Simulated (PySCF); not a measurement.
# The second ionisation energy along group 8

Calculated with PySCF 2.14 from differences of total energies of unrestricted determinants, without spin-orbit coupling. Values in eV. The last column holds reference values (NIST; (s) semi-empirical, (t) theoretical, else measured). Unmarked ones compare directly (S terms, centres of terms, or small fine structure); those marked * lie between the lowest fine-structure levels and include a spin-orbit shift.

```
                           element                     configurations     UHF  r2SCAN  MP2 (valence)  SCS-MP2 (valence)           reference
    Fe (cc-pVTZ, non-relativistic)            [Ar] 3d6 4s1 → [Ar] 3d6  15.114  16.478         15.669             15.429            16.199 *
Ru (cc-pVTZ-PP with ECP28MDF, ECP)                [Kr] 4d7 → [Kr] 4d6  14.880  16.546         16.267             16.427  16.76 ± 0.06 (s) *
Os (cc-pVTZ-PP with ECP60MDF, ECP)  [Xe] 4f14 5d6 6s1 → [Xe] 4f14 5d6  16.018  17.575         16.854             16.488        17 ± 1 (s) *
```

"Valence" correlates the outer s and p shells and, in groups 3 to 12 and the f block, the outer d or f shell, open or full, or the next shell where the ion has no valence electron left; the wider scheme adds the next inner shell.
